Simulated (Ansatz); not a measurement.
`C=CC(=C)[SiH3]` + `[SH][GeH3]` → `[SiH3][S][GeH3]` + `C=CC=C`  (ligand exchange at the Si–C bond)

Computed with Ansatz on PBE0-D4/def2-TZVP structures; ΔE is electronic, products minus reactants. CCSD(T)/CBS is the MP2 limit (def2-TZVPP, def2-QZVPP) plus CCSD(T) − MP2 in def2-TZVPP, frozen cores. Functionals use def2-TZVPP. For Ge outer-core shells are correlated without core-valence functions, which leaves a few kJ/mol of doubt a bond. Scalar relativity is left out up to krypton. Each species was taken in one conformer, which may not be the lowest.

Problem. Is it downhill or uphill in electronic energy at CCSD(T)/CBS, and by how much? (An estimate is asked.)

Solution. Ansatz gave: Downhill: ΔE = -67.0 kJ/mol.

Problem. What do these levels give: PBE-D4, revPBE-D4, BLYP, CCSD(T)/def2-TZVPP, HF/def2-QZVPP, SCS-MP2/def2-QZVPP? (Estimate.)

Solution. Computed: PBE-D4 -66.9, revPBE-D4 -64.6, BLYP -67.5, CCSD(T)/def2-TZVPP -63.2, HF/def2-QZVPP -71.4, SCS-MP2/def2-QZVPP -67.3 kJ/mol.

Largest T1 diagnostic among the species: 0.012.

Leaving LDA and LC-ωPBE aside and taking each functional with its dispersion term where it has one, the values, not all of them listed here, spread over 6.6 kJ/mol, from r2SCAN0-D4 to BLYP-D4. LDA lies +6.9 kJ/mol from PBE without D4. At CCSD(T), def2-SVP lies +7.8 kJ/mol from the extrapolated value and def2-TZVPP +3.8 kJ/mol.
